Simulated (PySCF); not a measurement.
## B97-3 on As⁺ (arsenic, charge +1)

Configuration: [Ar] 3d10 4s2 4p1 5s1, high-spin 3P determinant (an excited configuration). Calculation: PySCF 2.14, in aug-cc-pVQZ-PP with ECP10MDF (7s6p5d3f2g, 89 functions); scalar relativity through the core potential.

```
Total energy                                                  : -331.7391 hartree
One-electron energy                                           : -574.4229 hartree
Hartree (Coulomb) energy                                      : 269.1237 hartree
Exchange-correlation energy                                   : -26.4400 hartree
⟨S²⟩                                                          : 2.0025
⟨L²⟩                                                          : 2.114
Sum of ⟨r⟩                                                    : 22.32 bohr
Sum of ⟨r²⟩                                                   : 48.51 bohr²
Traceless quadrupole moment −½Σ⟨3z² − r²⟩ along its main axis : 0.484 e·bohr²
```

| shell | electrons | mean orbital energy (hartree) | spread (hartree) | rms radius, mean of both spins (bohr) |
| --- | --- | --- | --- | --- |
| 3s α | 1 | -7.67258 | 0 | 0.644 |
| 3s β | 1 | -7.66730 | 0 | 0.644 |
| 3p α | 3 | -5.76740 | 0.01424 | 0.671 |
| 3p β | 3 | -5.76219 | 0.02376 | 0.671 |
| 3d α | 5 | -2.23667 | 0.01633 | 0.745 |
| 3d β | 5 | -2.23135 | 0.02368 | 0.745 |
| 4s α | 1 | -1.07147 | 0 | 1.96 |
| 4s β | 1 | -1.01928 | 0 | 1.96 |
| 4p α | 1 | -0.67886 | 0 | 2.36 |
| 5s α | 1 | -0.27394 | 0 | 5.12 |

Energies and moments cover only the electrons outside the core potential. The outer electron is Rydberg-like, and this basis confines it to a smaller radius and binds it less than a complete one would.
